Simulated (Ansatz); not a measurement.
benzoate, `O=C([O-])c1ccccc1` was relaxed with PBE-D4 (def2-SVPD) in Ansatz in these states: charge -1 singlet, neutral doublet. The geometries follow in no particular order.

A:

| atom | x (Å) | y (Å) | z (Å) |
| --- | --- | --- | --- |
| O1 | 1.9319 | -0.7871 | 2.4106 |
| C2 | 1.3402 | -1.3969 | 1.4743 |
| O3 | 1.3465 | -2.6303 | 1.1965 |
| C4 | 0.4854 | -0.5054 | 0.5332 |
| C5 | 0.3984 | 0.8851 | 0.7397 |
| C6 | -0.3740 | 1.6943 | -0.1083 |
| C7 | -1.0764 | 1.1215 | -1.1836 |
| C8 | -0.9968 | -0.2659 | -1.3993 |
| C9 | -0.2221 | -1.0682 | -0.5468 |
| H10 | 0.9618 | 1.2957 | 1.5909 |
| H11 | -0.4320 | 2.7811 | 0.0665 |
| H12 | -1.6833 | 1.7538 | -1.8508 |
| H13 | -1.5447 | -0.7214 | -2.2403 |
| H14 | -0.1349 | -2.1565 | -0.6829 |

B:

```tsv
atom	x (Å)	y (Å)	z (Å)
O1	-2.361	-1.114	1.892
C2	-1.772	-0.051	1.516
O3	-2.268	0.980	2.073
C4	-0.652	-0.018	0.555
C5	-0.177	-1.221	-0.005
C6	0.888	-1.187	-0.912
C7	1.475	0.042	-1.259
C8	0.999	1.241	-0.701
C9	-0.066	1.214	0.207
H10	-0.651	-2.171	0.279
H11	1.263	-2.121	-1.353
H12	2.313	0.066	-1.971
H13	1.461	2.199	-0.976
H14	-0.453	2.140	0.655
```

Judge from the bond lengths which geometry belongs to which state (an estimate).

A is the charge -1 singlet (C2–C4 1.553 Å, O1–C2 1.264 Å, C2–O3 1.264 Å); B is the neutral doublet (C2–C4 1.475 Å, O1–C2 1.272 Å, C2–O3 1.272 Å).
